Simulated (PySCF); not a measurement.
Species: C₃H₇O₃S (charge -1).
Cartesian coordinates in Å at the PBE0-D3(BJ)/def2-SVP level; atoms count from 1:
```xyz
14
C3H7O3S angstrom
C      0.2708    1.5617   -0.5590
C      0.0113    0.2405    0.1386
C      1.0777   -0.8041   -0.1298
S     -1.6230   -0.4070   -0.3867
O     -1.4688   -0.6072   -1.8491
O     -2.5780    0.6636   -0.0154
O     -1.7879   -1.6610    0.3846
H      0.3018    1.3962   -1.6476
H     -0.5534    2.2586   -0.3504
H      1.2257    2.0152   -0.2381
H     -0.1129    0.3945    1.2238
H      0.8195   -1.7401    0.3855
H      1.1141   -1.0157   -1.2103
H      2.0757   -0.4660    0.2022
```

Lines to be assigned: C 1s: 286.46 (area 1), 286.74 (area 2) eV; O 1s: 531.63 eV; S 1s: 2477.21 eV; S 2p3/2: 168.14 eV.

Method: delta-SCF UKS SCAN, pcX-2 on the ionised atom, pcseg-1 elsewhere, spin-free X2C in PySCF. Geometry: PBE0-D3(BJ)/def2-SVP; no solvent, vibrations or thermal averaging.

Question: Assign the C 1s lines to atoms.

Answer: 286.46 eV: C2 (sp3 carbon bound to sulfur); 286.74 eV: C1/C3 (methyl carbon). The listed C 1s values span 0.28 eV, from C2 (bonded to S, 2 C and H) to C1/C3 (bonded to C and 3 H). Summing the Pauling electronegativity differences to the bonded atoms, each weighted by its formal bond order, gives -0.32 for the lowest site and -1.05 for the highest; the largest sum, -0.32, belongs to C2, 0.28 eV below the top. The smallest sum, -1.05, belongs to C1/C3, 0.28 eV above the lowest.

Bonded neighbours of each site: C1/C3: C and 3 H; C2: S, 2 C and H; S4: 3 O and C; O5/O6/O7: S.

Question: Express the binding energy of S 1s of S4 in atomic units and per mole.

Answer: 2477.21 eV = 91.0358 Eh = 239014 kJ/mol.

One atom of each set of topologically equivalent atoms was ionised and stands for the set; in this conformer not all members are related by symmetry, and their own values weren't computed. The 2p values add to the ΔSCF energy of one spin-free hole a correction within the shell (spin–orbit coupling, ligand field). 2p1/2 minus 2p3/2 (ligand field included): S 1.23 eV. The species carries charge -1, so core ionisation leaves a neutral species. The basis sets have no added diffuse functions.
